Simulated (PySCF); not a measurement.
CH₇GeN, SMILES [CH3][GeH2][NH2].

The structure is a stationary point at PBE0-D3(BJ)/def2-SVP. This is a generated structure with no PubChem entry under its InChIKey; it may be hypothetical. Other conformers were not sampled.

These are TDDFT-B3LYP/def2-SVPD (PySCF) values and carry that method's errors.

Vertical excitations. Isolated molecule, no solvent. State labels are in the subgroup Cs.

Computed UV-visible absorptions:
```json
[
 {"state": "S1", "symmetry": "A'", "energy (eV)": "5.92", "λ (nm)": "209", "f": "0.041", "main pairs": "HOMO→LUMO 95 %"},
 {"state": "S2", "symmetry": "A'", "energy (eV)": "6.68", "λ (nm)": "185", "f": "0.005", "main pairs": "HOMO→LUMO+1 88 %"},
 {"state": "S3", "symmetry": "A'", "energy (eV)": "7.07", "λ (nm)": "175", "f": "0.077", "main pairs": "HOMO→LUMO+2 91 %"},
 {"state": "S4", "symmetry": "A'", "energy (eV)": "7.52", "λ (nm)": "165", "f": "0.005", "main pairs": "HOMO→LUMO+3 96 %"},
 {"state": "S5", "symmetry": "A\"", "energy (eV)": "7.67", "λ (nm)": "162", "f": "0.002", "main pairs": "HOMO→LUMO+4 98 %"},
 {"state": "S6", "symmetry": "A\"", "energy (eV)": "7.93", "λ (nm)": "156", "f": "0.008", "main pairs": "HOMO→LUMO+5 94 %"},
 {"state": "S7", "symmetry": "A\"", "energy (eV)": "8.01", "λ (nm)": "155", "f": "0.033", "main pairs": "HOMO−1→LUMO 98 %"},
 {"state": "S8", "symmetry": "A'", "energy (eV)": "8.03", "λ (nm)": "154", "f": "0.006", "main pairs": "HOMO−2→LUMO 92 %"},
 {"state": "S9", "symmetry": "A'", "energy (eV)": "8.38", "λ (nm)": "148", "f": "0.033", "main pairs": "HOMO→LUMO+6 92 %"},
 {"state": "S10", "symmetry": "A\"", "energy (eV)": "8.57", "λ (nm)": "145", "f": "0.007", "main pairs": "HOMO−1→LUMO+1 97 %"},
 {"state": "T1", "symmetry": "A'", "energy (eV)": "5.59", "λ (nm)": "222", "f": "0", "main pairs": "HOMO→LUMO 87 %"},
 {"state": "T2", "symmetry": "A'", "energy (eV)": "6.47", "λ (nm)": "192", "f": "0", "main pairs": "HOMO→LUMO+1 82 %"},
 {"state": "T3", "symmetry": "A'", "energy (eV)": "6.72", "λ (nm)": "184", "f": "0", "main pairs": "HOMO→LUMO+2 88 %"},
 {"state": "T4", "symmetry": "A'", "energy (eV)": "7.35", "λ (nm)": "169", "f": "0", "main pairs": "HOMO→LUMO+3 89 %"}
]
```
Triplets are in the Tamm–Dancoff approximation, which puts them higher than full response would, so one can lie above its singlet here.
